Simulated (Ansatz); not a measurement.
`[F][In]`, 2 atoms. The species carries charge 0 and has multiplicity 1. Correlated methods include outer-core shells of In, which these sets cover unevenly. In takes the def2 core potential. Hardware: A = 2 threads of an AMD EPYC 7R13 on a shared host; B = 2 threads of an AMD EPYC 7R13 on a shared host and a share of an NVIDIA H100 80 GB. Correlated methods freeze the cores. Open-shell runs search over several starts.

(1) Give the basis size and wall time and peak host memory of each of these runs in Ansatz. RKS PBE0-D4/def2-QZVPP energy [A]; UKS ωB97X-V/def2-TZVPP energy of the cation [A]; RKS ωB97M-V/def2-QZVPP energy [A]; UHF-CCSD(T)/def2-QZVPP energy of the cation [B]; RKS B3LYP-D4/def2-TZVPP energy and forces [A]; UKS B3LYP-D4/def2-TZVPP energy of the cation [A]; direct RPA on PBE orbitals/def2-TZVPP energy [A]; RKS PBE0-D4/def2-TZVP relaxation (3 steps) [A]; RHF-CCSD(T)/def2-TZVPP energy [A]; RHF-CCSD(T)/def2-QZVPP energy [A]; UKS B2PLYP (frozen core)/def2-TZVPP energy of the cation [A]; UHF-CCSD(T)/def2-TZVPP energy of the cation [A]. (Estimate.)

## Answers

(1) The calculation gave: Other jobs shared the machine, so times are rough.

| level | job | functions | wall time | peak host memory (GiB) |
| --- | --- | --- | --- | --- |
| RKS B3LYP-D4/def2-TZVPP | energy and forces [A] | 81 | 0.76 s | 0.2 |
| RKS PBE0-D4/def2-QZVPP | energy [A] | 139 | 1 s | 0.22 |
| UKS B3LYP-D4/def2-TZVPP | energy of the cation [A] | 81 | 1.1 s | 0.2 |
| direct RPA on PBE orbitals/def2-TZVPP | energy [A] | 81 | 1.1 s | 0.2 |
| RHF-CCSD(T)/def2-TZVPP | energy [A] | 81 | 1.8 s | 0.24 |
| UKS ωB97X-V/def2-TZVPP | energy of the cation [A] | 81 | 2.1 s | 0.25 |
| RKS ωB97M-V/def2-QZVPP | energy [A] | 139 | 2.6 s | 0.28 |
| RKS PBE0-D4/def2-TZVP | relaxation (3 steps) [A] | 81 | 2.7 s | 0.16 |
| UKS B2PLYP (frozen core)/def2-TZVPP | energy of the cation [A] | 81 | 2.7 s | 0.21 |
| UHF-CCSD(T)/def2-QZVPP | energy of the cation [B] | 139 | 4.1 s | 0.81 |
| RHF-CCSD(T)/def2-QZVPP | energy [A] | 139 | 5.5 s | 0.6 |
| UHF-CCSD(T)/def2-TZVPP | energy of the cation [A] | 81 | 6.5 s | 0.41 |

B3LYP here is the variant with VWN-RPA as its local correlation; programs differ in this.
